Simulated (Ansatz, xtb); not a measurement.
Two isomers of ClFH3SbSi

Structure a is `[F][Sb]([SiH3])[Cl]`, a singlet and structure b is `F[SiH2][SbH][Cl]`, a singlet. Both are isolated molecules in the gas phase, relaxed with PBE0-D4/def2-SVP; the shapes shown needn't be the lowest conformers.

a (Å):

```yaml
atoms:
  - { symbol: Cl, position_ang: [0.5214, -1.3765, 2.2496] }
  - { symbol: F, position_ang: [-1.3536, -2.0168, -0.3710] }
  - { symbol: Sb, position_ang: [-1.3164, -0.5922, 0.9534] }
  - { symbol: Si, position_ang: [0.3244, 0.7897, -0.5196] }
  - { symbol: H, position_ang: [1.3953, -0.1381, -0.9797] }
  - { symbol: H, position_ang: [0.8952, 1.8943, 0.3089] }
  - { symbol: H, position_ang: [-0.4050, 1.3715, -1.6875] }
```

b (Å):

```yaml
atoms:
  - { symbol: Cl, position_ang: [1.7474, 0.2082, 1.9746] }
  - { symbol: F, position_ang: [-0.6559, 0.8574, -2.1975] }
  - { symbol: Sb, position_ang: [0.4735, -1.1546, 0.4533] }
  - { symbol: Si, position_ang: [0.2786, 1.0538, -0.8746] }
  - { symbol: H, position_ang: [-0.3253, 2.1134, -0.0218] }
  - { symbol: H, position_ang: [1.6477, 1.4363, -1.3196] }
  - { symbol: H, position_ang: [-1.0323, -0.8460, 1.2262] }
```

Problem. Which of the two would you expect CCSD(T)/def2-SVP + ΔMP2/def2-TZVPP electronic energies to favour?

Solution. Structure b; the calculation gives E(b) − E(a) = −20.8 kcal/mol.

Level by level:

```
                             level          geometry  E(b) − E(a) (kcal/mol)  departure from the last row (kcal/mol)  job, with rough time for the two
                          GFN2-xTB          GFN2-xTB                      −3.3                                   +17.5              optimisation, 0.38 s
                         HF/STO-3G          GFN2-xTB                     −14.5                                    +6.2              single point, 0.54 s
                r2SCAN-D4/def2-SVP          GFN2-xTB                     −16.1                                    +4.7               single point, 1.8 s
                  PBE0-D4/def2-SVP  PBE0-D4/def2-SVP                     −18.4                                    +2.3                optimisation, 32 s
                       HF/def2-SVP  PBE0-D4/def2-SVP                     −21.6                                    −0.9           part of the CCSD(T) run
                      MP2/def2-SVP  PBE0-D4/def2-SVP                     −19.5                                    +1.3           part of the CCSD(T) run
                  CCSD(T)/def2-SVP  PBE0-D4/def2-SVP                     −19.1                                    +1.7                      single point
CCSD(T)/def2-SVP + ΔMP2/def2-TZVPP  PBE0-D4/def2-SVP                     −20.8                                                        single point, 14 s
```

As drawn, b has 1 F–Si, 1 Sb–H in place of 1 F–Sb, 1 Si–H.

None of the levels shown reverses the order. The largest departure from CCSD(T)/def2-SVP + ΔMP2/def2-TZVPP is that of GFN2-xTB, 17.5 kcal/mol. The last row adds to CCSD(T) the change of the MP2 difference between the two basis sets, here −1.7 kcal/mol.

With harmonic frequencies from PBE0-D4/def2-SVP (ideal gas, rigid rotor, one conformer each, 298.15 K, 1 atm): the zero-point term adds +0.5 kcal/mol; ΔH is −20.6 and ΔG −20.3 kcal/mol.

The correlated steps freeze 15 core orbitals; the filled d shell of Sb is correlated, in a basis made for valence electrons. Atoms past krypton carry core potentials in the def2 sets, other sets are all-electron and non-relativistic, and no spin–orbit term is included. Codes used: Ansatz 0.2.0, xtb 6.7.1; the last row on 2 threads of Intel(R) Xeon(R) 6975P-C (Granite Rapids) on a shared host.
